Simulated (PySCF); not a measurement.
Correlation energy of Sm⁺ (samarium, charge +1)

[Xe] 4f6 6s1, high-spin 8F determinant. All numbers are calculated (PySCF 2.14, scalar relativity by spin-free X2C-1e, in ANO-RCC-VTZP (8s7p5d3f2g1h, 104 functions)). Frozen: [Ar] 3d10; 33 electrons correlated.

MP2 pair energies summed by pair of shells (mhartree):

```tsv
pair	energy	share (%)
4d-4f	-182.17	17.5
4f-5p	-152.03	14.6
4d-4d	-136.66	13.1
5p-5p	-125.41	12.1
4f-4f	-98.50	9.5
4d-5p	-87.34	8.4
4p-4d	-47.40	4.6
5s-5p	-35.34	3.4
4f-5s	-32.38	3.1
4p-4f	-31.64	3.0
4d-5s	-26.47	2.5
5p-6s	-19.07	1.8
4p-4p	-14.02	1.3
4p-5p	-8.74	0.8
4s-4d	-8.05	0.8
4f-6s	-6.62	0.6
5s-5s	-6.10	0.6
4s-4f	-5.73	0.6
4s-4p	-5.45	0.5
4p-5s	-4.22	0.4
4d-6s	-2.60	0.3
4s-4s	-1.09	0.1
5s-6s	-0.97	0.1
4s-5p	-0.96	0.1
4s-5s	-0.38	0.0
4p-6s	-0.17	0.0
4s-6s	-0.02	0.0
```

Total MP2 correlation energy: -1039.5 mhartree.

Same-spin part -429.09 and opposite-spin part -610.42 mhartree; SCS-MP2 scales them by 1/3 and 6/5 to -875.53 mhartree.
